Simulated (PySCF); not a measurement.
PySCF 2.14 output of an unrestricted r2SCAN calculation on a single atom or ion in aug-cc-pVDZ-DK (7s6p4d2f, 59 functions), with the spin-free X2C one-electron Hamiltonian (Gaussian nucleus):

```
SCF conv_tol = 1e-09
number electrons alpha = 15  beta = 14
    J. W. Furness, A. D. Kaplan, J. Ning, J. P. Perdew, and J. Sun.,  J. Phys. Chem. Lett. 11, 8208-8215 (2020)
    J. W. Furness, A. D. Kaplan, J. Ning, J. P. Perdew, and J. Sun.,  J. Phys. Chem. Lett. 11, 9248-9248 (2020)
    J. W. Furness, A. D. Kaplan, J. Ning, J. P. Perdew, and J. Sun.,  J. Phys. Chem. Lett. 11, 8208-8215 (2020)
    J. W. Furness, A. D. Kaplan, J. Ning, J. P. Perdew, and J. Sun.,  J. Phys. Chem. Lett. 11, 9248-9248 (2020)
cycle= 1 E= -1795.07510972237  delta_E= -0.00462  |g|= 0.166  |ddm|= 0.212
cycle= 2 E= -1795.0660670296  delta_E= 0.00904  |g|= 0.31  |ddm|= 0.279
cycle= 3 E= -1795.07926343235  delta_E= -0.0132  |g|= 0.00842  |ddm|= 0.18
cycle= 4 E= -1795.07927536699  delta_E= -1.19e-05  |g|= 0.000251  |ddm|= 0.00468
cycle= 5 E= -1795.0792753864  delta_E= -1.94e-08  |g|= 1.65e-05  |ddm|= 0.000475
cycle= 6 E= -1795.07927538645  delta_E= -5.02e-11  |g|= 7.01e-07  |ddm|= 1.57e-05
converged SCF energy = -1795.07927538645  <S^2> = 0.75002207  2S+1 = 2.0000221
```

The run itself started from symmetry-adapted Hartree-Fock orbitals and held the occupation by maximum overlap, on a logarithmic radial grid, so the iterations belong to that start.

Which element, charge and spin multiplicity is this?

Zn⁺ (zinc, charge +1), multiplicity 2; the state was [Ar] 3d10 4d1, 2D determinant (an excited configuration).

The outer electron is Rydberg-like, and this basis confines it to a smaller radius and binds it less than a complete one would.
